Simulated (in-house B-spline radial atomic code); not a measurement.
Settings and results of a run for Cd (an excited or competing configuration). All numbers are computed (scalar-relativistic (X2C) LDA PW92, spin-polarised, spherical fractional occupations; Fermi nucleus of rms radius 4.6087 fm) with an all-electron radial atomic-structure program (B-spline basis), not measured.

Command:
```bash
python run_scf.py task.json out
```
Settings (nuclear radius in fm, mass in u):
```
Z                48
configuration    [Ar] 3d10 4s2 4p5 4d10 5s2 5p1
hamiltonian      x2c
method           lda,pw
spin_polarised   True
nucleus          fermi
rms_radius       4.6087
atomic_mass      113.90336
speed_of_light   137.035999084
```

Output (hartree, bohr):
```
 radial grid: 77 intervals, B-splines of order 8, outer radius 50 bohr

 iter        energy (Eh)    residual
    1       -5583.953195    3.30e-01
    2       -5583.293966    2.61e-01
    3       -5585.854079    2.76e-02
    4       -5585.873641    4.32e-03
    5       -5585.873058    5.73e-03
    6       -5585.874767    1.46e-03
    7       -5585.874835    1.06e-04
    8       -5585.874835    3.01e-05
    9       -5585.874835    1.34e-06
   10       -5585.874835    4.48e-08

 total energy                     -5585.87484
 kinetic                            5855.8609
 electron-nucleus                 -13546.4859
 Hartree                            2254.5175
 exchange-correlation               -149.7673

 orbital      occ     eigenvalue          <r>       <r^2>       <1/r>       r_max
 1s up      1.000      -972.2101      0.02987  0.00121699     52.7105     0.01904
 1s down    1.000      -972.1993    0.0298698  0.00121697     52.7108     0.01904
 2s up      1.000      -144.6791     0.131314   0.0203909     11.9157      0.1113
 2s down    1.000      -144.6715     0.131313   0.0203905     11.9157      0.1113
 2p up      3.000      -130.0250     0.114647   0.0160649     11.1566     0.08871
 2p down    3.000      -130.0148     0.114648   0.0160651     11.1564     0.08871
 3s up      1.000       -27.2322     0.358759    0.147359      4.1426      0.3245
 3s down    1.000       -27.2205     0.358712     0.14731     4.14285      0.3245
 3p up      3.000       -22.4131     0.357288     0.14833     3.88389      0.3174
 3p down    3.000       -22.4002     0.357225    0.148265     3.88428      0.3174
 3d up      5.000       -14.8083     0.334946    0.133534     3.64162      0.2654
 3d down    5.000       -14.7955     0.334839    0.133428     3.64232      0.2654
 4s up      1.000        -4.1892     0.873112    0.863786     1.60589      0.7929
 4s down    1.000        -4.1481     0.873975    0.865731     1.60448      0.7929
 4p up      3.000        -2.7529     0.949032     1.03131     1.44007      0.8407
 4p down    2.000        -2.7140     0.950806     1.03553     1.43747      0.8411
 4d up      5.000        -0.6817      1.21939     1.78608     1.10418      0.9638
 4d down    5.000        -0.6503      1.22643     1.80783     1.09804      0.9667
 5s up      1.000        -0.3135      2.64104     8.00408    0.489748       2.193
 5s down    1.000        -0.2938      2.63957     8.00726    0.490958       2.188
 5p up      1.000        -0.1072        3.668     15.8143    0.349145        2.87
```

Time taken, with all properties: 0.14 s on 1 thread of Arm Neoverse V2, with other jobs on the host.

One-electron X2C: radii and densities carry no picture-change correction, so inner-shell <1/r> comes out high (for 1s by about 2 % at Z = 33, 5 % at 54, 10 % at 75, 30 % at 118) and <r> low.
